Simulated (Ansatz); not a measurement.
A run on BHOZn with other settings.

```yaml
crystal:
  periodic: [false, false, false]
  atoms:
    - {symbol: B, position_ang: [0.446561, 0.324591, 0.685690]}
    - {symbol: O, position_ang: [0.126067, 1.435788, 0.368788]}
    - {symbol: Zn, position_ang: [-1.291867, -1.069698, -2.093877]}
    - {symbol: H, position_ang: [0.774740, -0.750881, 1.019098]}
basis:
  gaussian: {orbitals: cc-pVTZ}
total_charge: 1
magnetization: {spin_polarized: false, initial_magnetization: 1}
hamiltonian: {xc: {name: HF}}
correlation: {method: bccd_t, electrons: outside_noble_gas}
```

```sh
$ ansatz run in.yaml --threads 2 --pin off --events-out ev --progress --plain --max-ram 4352MiB
```

Output, abridged:

```
Functional definition: HF
948 factors; integrals over basis functions are off by at most 1.1e-3 eV
mean field evaluation 1: about -51085.3714 eV, gradient 7.7e1 eV
mean field evaluation 2: about -51085.3717 eV, gradient 7.7e1 eV
mean field evaluation 4: about -51095.5696 eV, gradient 2.2e1 eV
mean field evaluation 8: about -51096.6728 eV, gradient 3.6e-1 eV
mean field -51096.67224382 eV, -1877.7680703919 hartree, gradient 3.6e-6 eV, S^2 0.750000; 0 other end points of the search recorded, 0 dependent functions left out
mean field evaluation 32: about -51096.6845 eV, gradient 2.5e-1 eV
11 core orbitals not correlated: weight in the atoms' cores, before any rotation towards them, 1.000 or more for the frozen orbitals, at most 0.000 for the correlated occupied ones
reference -51096.67224382 eV, -1877.7680703919 hartree; 11, 10 occupied and 120, 121 virtual orbitals, 948 factors
second order -21.74648334 eV of doubles, -0.00630419 eV of singles
cycle   1  -19.84292411 eV  change     1.9e0 eV  update   1.2e-1
cycle   2  -20.46914790 eV  change   -6.3e-1 eV  update   5.2e-2
cycle   3  -20.60839582 eV  change   -1.4e-1 eV  update   2.0e-2
cycle   4  -20.58243648 eV  change    2.6e-2 eV  update   6.6e-3
cycle   5  -20.57687358 eV  change    5.6e-3 eV  update   2.2e-3
cycle   6  -20.57716970 eV  change   -3.0e-4 eV  update   9.4e-4
cycle   7  -20.57795444 eV  change   -7.8e-4 eV  update   4.9e-4
cycle   8  -20.57773016 eV  change    2.2e-4 eV  update   2.2e-4
cycle   9  -20.57772260 eV  change    7.6e-6 eV  update   1.0e-4
cycle  10  -20.57782385 eV  change   -1.0e-4 eV  update   4.7e-5
cycle  11  -20.57770036 eV  change    1.2e-4 eV  update   2.3e-5
cycle  12  -20.57771910 eV  change   -1.9e-5 eV  update   1.0e-5
perturbative correction -0.77429451 eV, -0.0284547985 hartree
Total energy: -51118.02425743 eV, -1878.5527424192 hartree
```

Run time 31 s (2 threads of an Arm Neoverse V1 on a shared host); peak host memory 1.6 GiB.
